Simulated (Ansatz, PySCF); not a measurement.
## Related reaction energies, level by level

Each structure stands at its B3LYP-D3(BJ)/def2-TZVP stationary point, reached from a drawn start (curvature not checked).

(1), OTi (SMILES [O]=[Ti]) (charge 0, multiplicity 3):
```xyz
2

Ti    -0.0091    -0.0183    -0.8060
O      0.0091     0.0183     0.8060
```

(2), O2Ti (SMILES [O]=[Ti]=[O]) (charge 0, multiplicity 1):
| atom | x (Å) | y (Å) | z (Å) |
|---|---|---|---|
| Ti | 0.0041 | 0.0055 | -0.6121 |
| O | 1.3578 | -0.0063 | 0.3152 |
| O | -1.3620 | 0.0008 | 0.2969 |

(3), O2 (SMILES O=O) (charge 0, multiplicity 3):
```xyz
2

O      0.00000     0.00000     0.60215
O      0.00000     0.00000    -0.60215
```

(4), H2O2Ti (SMILES [OH][Ti][OH]) (charge 0, multiplicity 3, Z-matrix in Å and degrees):
```
Ti
O 1 1.8246
H 2 0.9548 1 169.00
O 1 1.8246 2 164.83 3 0.13
H 4 0.9548 1 168.98 2 0.03
```

(5), H2O (SMILES O) (charge 0, multiplicity 1):
```xyz
3

O      0.0000     0.0000     0.3896
H      0.0000     0.7650    -0.1949
H      0.0000    -0.7650    -0.1949
```

(6), H4O4Ti (SMILES [OH][Ti]([OH])([OH])[OH]) (charge 0, multiplicity 1):
```xyz
9

Ti     0.05748     0.12963     0.02766
O      1.15510     1.06309     1.13341
H      1.77232     0.75076     1.80010
O      1.01984    -1.03289    -0.97507
H      0.91478    -1.98149    -1.08541
O     -0.81545     1.31766    -1.02044
H     -0.90442     1.37660    -1.97510
O     -1.12455    -0.84930     0.98980
H     -2.07489    -0.77396     1.10495
```

(7), H2 (SMILES [H][H]) (charge 0, multiplicity 1, Z-matrix in Å and degrees):
```
H
H 1 0.7440
```

| step | quantity | PBE/def2-TZVPP (kcal/mol) | r2SCAN/def2-TZVPP (kcal/mol) | B3LYP-D3(BJ)/def2-TZVPP (kcal/mol) | PBE0/def2-TZVPP (kcal/mol) | wB97M-V/def2-TZVPP (kcal/mol) | CCSD(T)/def2-TZVPP (kcal/mol) |
|---|---|---|---|---|---|---|---|
| (1) + 0.5 (3) → (2) | reaction energy | -87.07 | -81.85 | -77.21 | -73.28 | -77.18 | -79.74 |
| (1) + (5) → (4) | reaction energy | -49.16 | -54.98 | -57.71 | -56.74 | -61.37 | -55.60 |
| (2) + 2 (5) → (6) | reaction energy | -114.54 | -124.69 | -125.41 | -123.34 | -127.12 | -117.46 |
| (4) + 2 (5) → (6) + (7) | reaction energy | -96.16 | -95.20 | -87.20 | -80.53 | -82.20 | -80.60 |

Right side less left side. No zero-point or thermal terms; singlets are restricted closed shells; open shells are unrestricted; no spin–orbit coupling. The spin states of the d-block species are the ones drawn and need not be the lowest. One arrangement of each flexible species, with no search for the lowest.

Cores are frozen in the correlated methods.

Run with Ansatz (Gaussian basis) for Hartree–Fock, density functionals and correlated methods; PySCF for the D3/D4 terms. Each number belongs to the level named beside it.

At CCSD(T)/def2-TZVPP the steps run from -117.46 ((2) + 2 (5) → (6)) to -55.60 kcal/mol ((1) + (5) → (4)); 4 of 4 are downhill as written. PBE/def2-TZVPP, r2SCAN/def2-TZVPP, B3LYP-D3(BJ)/def2-TZVPP, PBE0/def2-TZVPP, wB97M-V/def2-TZVPP give the same order. No level here is sure enough to rank the others by; between PBE/def2-TZVPP and CCSD(T)/def2-TZVPP the widest gap is -15.56 kcal/mol, for (4) + 2 (5) → (6) + (7).

The steps were written down ahead of the runs, not picked by their results: 4 of 4 stand here.

Ansatz is a quantum-chemistry and plane-wave program.
